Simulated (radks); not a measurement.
Spherical quantum dot in the effective-mass picture: electrons in a well V = -V0 / (1 + exp((r - R)/a)) with V0 = 48.3, R = 1.68, a = 0.13, all in effective atomic units (hartree* = m*/eps^2 hartree, bohr* = eps/m* bohr), one dielectric constant everywhere. Calculated with a radial shooting solver with Libxc functionals: non-relativistic Kohn-Sham, LDA (Slater exchange, Perdew-Wang correlation), spin-polarised, spherical densities. Levels are named by radial order and angular momentum (1s, 1p, 1d, 2s, ...), and open shells are averaged over m. Each electron was tried in the lowest free levels, single moves between levels near the top were tried too, and the lowest total energy was kept; such a search can miss a lower state. At N = 1 the Hartree and exchange-correlation terms need not cancel, so that row can carry a self-interaction error.

\begin{tabular}{lrrrrrr}
N & open shells & 2S & E (hartree*) & mu = E(N) - E(N-1) (hartree*) & addition energy mu(N+1) - mu(N) (hartree*) & rms radius (bohr*) \\ \hline
1 & 1s(up 1, down 0) & 1 & -46.0840 & -46.084 & 1.071 & 0.8301 \\
2 & none & 0 & -91.0966 & -45.013 & 2.833 & 0.8494 \\
3 & 1p(up 1, down 0) & 1 & -133.277 & -42.180 & 0.8111 & 0.9056 \\
4 & 1p(up 2, down 0) & 2 & -174.645 & -41.369 & 0.8330 & 0.9359 \\
5 & 1p(up 3, down 0) & 3 & -215.181 & -40.536 & 1.081 & 0.9563 \\
6 & 1p(up 3, down 1) & 2 & -254.636 & -39.455 & 0.7943 & 0.9724 \\
7 & 1p(up 3, down 2) & 1 & -293.297 & -38.661 & 0.8126 & 0.9854 \\
8 & none & 0 & -331.146 & -37.848 & 3.119 & 0.9964 \\
9 & 1d(up 1, down 0) & 1 & -365.875 & -34.729 & 0.7683 & 1.014 \\
10 & 1d(up 2, down 0) & 2 & -399.836 & -33.961 & 0.7723 & 1.028 \\
11 & 1d(up 3, down 0) & 3 & -433.024 & -33.189 & 0.7743 & 1.041 \\
12 & 1d(up 4, down 0) & 4 & -465.438 & -32.414 & 0.7752 & 1.052 \\
13 & 1d(up 5, down 0) & 5 & -497.077 & -31.639 & 0.9936 & 1.061 \\
14 & 1d(up 5, down 1) & 4 & -527.723 & -30.645 & 0.7534 & 1.070 \\
15 & 1d(up 5, down 2) & 3 & -557.615 & -29.892 & 0.7572 & 1.078 \\
16 & 1d(up 5, down 3) & 2 & -586.749 & -29.135 & 0.7593 & 1.085 \\
17 & 1d(up 5, down 4) & 1 & -615.125 & -28.376 & 0.7603 & 1.092 \\
18 & none & 0 & -642.740 & -27.615 & 2.787 & 1.098 \\
19 & 2s(up 1, down 0) & 1 & -667.568 & -24.828 & 1.057 & 1.097 \\
20 & none & 0 & -691.339 & -23.771 & 1.094 & 1.096 \\
21 & 1f(up 1, down 0) & 1 & -714.015 & -22.676 & 0.7277 & 1.104 \\
22 & 1f(up 2, down 0) & 2 & -735.964 & -21.949 & 0.7282 & 1.111 \\
23 & 1f(up 3, down 0) & 3 & -757.184 & -21.220 & 0.7283 & 1.118 \\
24 & 1f(up 4, down 0) & 4 & -777.677 & -20.492 & 0.7281 & 1.125 \\
25 & 1f(up 5, down 0) & 5 & -797.441 & -19.764 & 0.7278 & 1.131 \\
26 & 1f(up 6, down 0) & 6 & -816.477 & -19.036 & 0.7274 & 1.137 \\
27 & 1f(up 7, down 0) & 7 & -834.786 & -18.309 & 0.9195 & 1.142 \\
28 & 1f(up 7, down 1) & 6 & -852.175 & -17.389 & 0.7159 & 1.147 \\
29 & 1f(up 7, down 2) & 5 & -868.849 & -16.673 & 0.7165 & 1.152 \\
30 & 1f(up 7, down 3) & 4 & -884.805 & -15.957 & 0.7167 & 1.157 \\
31 & 1f(up 7, down 4) & 3 & -900.046 & -15.240 & 0.7079 & 1.162 \\
32 & 2s(up 1, down 0) 1f(up 7, down 6) & 2 & -914.578 & -14.532 & 0.6916 & 1.172 \\
33 & 2s(up 1, down 0) & 1 & -928.419 & -13.841 & 0.7924 & 1.176 \\
34 & none & 0 & -941.467 & -13.048 & 3.562 & 1.174 \\
35 & 1g(up 1, down 0) & 1 & -950.954 & -9.4864 & 0.6960 & 1.179 \\
36 & 1g(up 2, down 0) & 2 & -959.744 & -8.7904 & 0.6959 & 1.184 \\
37 & 1g(up 3, down 0) & 3 & -967.839 & -8.0946 & 0.6956 & 1.188 \\
38 & 1g(up 4, down 0) & 4 & -975.238 & -7.3990 & 0.6953 & 1.193 \\
39 & 1g(up 5, down 0) & 5 & -981.941 & -6.7037 & 0.6949 & 1.197 \\
40 & 1g(up 6, down 0) & 6 & -987.950 & -6.0088 & - & 1.201 \\
\end{tabular}

All shells are closed at N = 2, 8, 18, 20, 34 (there: 1s2 1p6 1d10 2s2 1f14); the second difference of the energy has clear peaks (12 % above both neighbours; the first and last values, which can be the largest, are not judged, and half-filled shells can peak too) at N = 2, 5, 8, 13, 18, 27, 34.
